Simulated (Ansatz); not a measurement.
A run for Ansatz (an electronic-structure program): U-CCSD(T)/def2-TZVPP on AlH2I (SMILES [AlH2][I]), a point of a bond scan (R = 1.257 Å). Elements past Kr take the def2 small-core potentials; no spin–orbit coupling. The run froze 14 orbitals, filled d shells among them.

Ansatz 0.2 input:
```yaml
crystal:
  periodic: [false, false, false]
  atoms:
    - {symbol: Al, position_ang: [-1.02948799, -1.59301317, 0.26750098]}
    - {symbol: H, position_ang: [-0.62136007, -2.41765967, 1.12325210]}
    - {symbol: H, position_ang: [-2.32698290, -1.78051460, -0.59760769]}
    - {symbol: I, position_ang: [0.30621990, 0.47383976, -0.07956783]}
basis:
  gaussian:
    orbitals: def2-TZVPP
correlation: {method: ccsd_t, electrons: outside_noble_gas}
scf: {omitted_lower_state_checks: [cluster_reference]}
magnetization: {spin_polarized: true, initial_magnetization: 0}
```

It printed:

```
WARN ansatz: RAYON_NUM_THREADS=1 ignored (pool sized by the plan → 1); use --threads N
Functional definition: HF
these checks for a lower state are left out or cut short: cluster_reference
integrals: 0.30 GiB planned
886 factors; integrals over basis functions are off by at most 1.4e-3 eV
mean field: 0.39 GiB planned
mean field evaluation 1: about -14687.0221 eV, gradient 8.3e0 eV
mean field evaluation 2: about -14687.0251 eV, gradient 8.3e0 eV
mean field evaluation 4: about -14687.6348 eV, gradient 1.6e0 eV
mean field evaluation 8: about -14687.6452 eV, gradient 5.2e-4 eV
mean field -14687.64516783 eV, -539.7610042743 hartree, gradient 2.8e-6 eV, S^2 0.000000; 0 other end points of the search recorded, 0 dependent functions left out
14 core orbitals not correlated
reference -14687.64516783 eV, -539.7610042743 hartree; 6, 6 occupied and 100, 100 virtual orbitals, 886 factors
second order -5.93602193 eV of doubles, -0.00000000 eV of singles
coupled cluster: 0.66 GiB planned
cycle   1  -6.52014303 eV  change   -5.8e-1 eV  update   6.1e-2
cycle   2  -6.72830066 eV  change   -2.1e-1 eV  update   1.9e-2
cycle   3  -6.75347804 eV  change   -2.5e-2 eV  update   7.6e-3
cycle   4  -6.75112856 eV  change    2.3e-3 eV  update   2.5e-3
cycle   5  -6.75053261 eV  change    6.0e-4 eV  update   9.3e-4
cycle   6  -6.75042053 eV  change    1.1e-4 eV  update   3.1e-4
cycle   7  -6.75042832 eV  change   -7.8e-6 eV  update   1.1e-4
cycle   8  -6.75046412 eV  change   -3.6e-5 eV  update   3.4e-5
cycle   9  -6.75046146 eV  change    2.7e-6 eV  update   9.0e-6
perturbative correction -0.23102356 eV, -0.0084899591 hartree
Total energy: -14694.62665285 eV, -540.0175691166 hartree
Checks for a lower state left out: cluster_reference
```

Self-consistency was reached.

Cost: around 8 core-seconds (rough).
